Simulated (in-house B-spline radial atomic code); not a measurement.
# RPA and G0W0 on LC-wPBE: Sb⁴⁸⁺

Configuration [He] 2s1, highest spin, mean-field start LC-wPBE. Computed with a B-spline radial code for spherical atoms: all electrons, non-relativistic, point nucleus, each spin shell either full or empty, empty states to l = 9 with an (l + 1/2)⁻⁴ tail; G0W0 by contour deformation at full frequency.

Without relativity these are model numbers: it shifts the levels of so heavy an element strongly and can reorder them.

Command:
```bash
python run_gw.py task.json out
```
Settings (radii: box in bohr, nucleus in fm):
```
Z                        51
electrons                3
configuration            [He] 2s1
hamiltonian              nr
method                   lc_wpbe
lmax                     9
spin_polarised           True
box_radius               2.16
intervals                45
ion_configuration        1s2
```

Cost of the run: 1 s on 1 thread of Arm Neoverse V1, with other jobs on the host.

Energies (hartree):

| term | value |
| --- | --- |
| mean-field total | -2873.91193 |
| Hartree-Fock functional on these orbitals | -2874.31527 |
| direct second order | -0.51524 |
| second-order exchange | 0.46209 |
| SOSEX correction | 0.35798 |

(1) What is the RPA correlation energy, and what remains with SOSEX?

Quasi-particle levels (eV):

```json
{"level": "2s up", "occupied": "yes", "mean field": "-8233.35", "Σx - vxc": "-68.39", "Σc": "?", "QP weight": "?", "G0W0": "?"}
{"level": "1s down", "occupied": "yes", "mean field": "-33925.52", "Σx - vxc": "-316.07", "Σc": "2.27", "QP weight": "1.000", "G0W0": "-34239.32"}
{"level": "1s up", "occupied": "yes", "mean field": "-33940.05", "Σx - vxc": "-330.83", "Σc": "-0.81", "QP weight": "0.985", "G0W0": "-34271.69"}
{"level": "2s down", "occupied": "no", "mean field": "-8153.34", "Σx - vxc": "55.38", "Σc": "-19.80", "QP weight": "0.911", "G0W0": "-8117.76"}
```

G0W0 = mean field + (Σx - vxc) + Σc, with Σc (partial-wave tail included) taken at the quasi-particle energy.

(2) Where does G0W0 put 2s up?

(3) What does it cost to remove one electron (to 1s2) by differences of total energies, each species on its own start (correlation terms add to the Hartree-Fock functional)?

Answers

(1) RPA gives -0.4103 hartree (-3.72 eV per electron); RPA + SOSEX gives -0.052321, and the second-order doubles -0.053147 hartree (no singles). SOSEX takes back 87 % of the RPA value.

(2) At -8313.07 eV, with Σc = -11.33 eV and a quasi-particle weight of 0.968. The tabulated removal energy is 8669.48 ± 0.04 eV (NIST, tabulated theory); the calculation leaves out relativity, Breit and QED terms, and what these don't explain is the method's own error.

(3) LC-wPBE 8305.91 eV, Hartree-Fock functional 8301.67 eV, + RPA 8310.31 eV, + RPA + SOSEX 8301.83 eV, + second order 8301.85 eV. Tabulated: 8669.48 ± 0.04 eV (NIST, tabulated theory); the calculation leaves out relativity, Breit and QED terms, and what these don't explain is the method's own error.
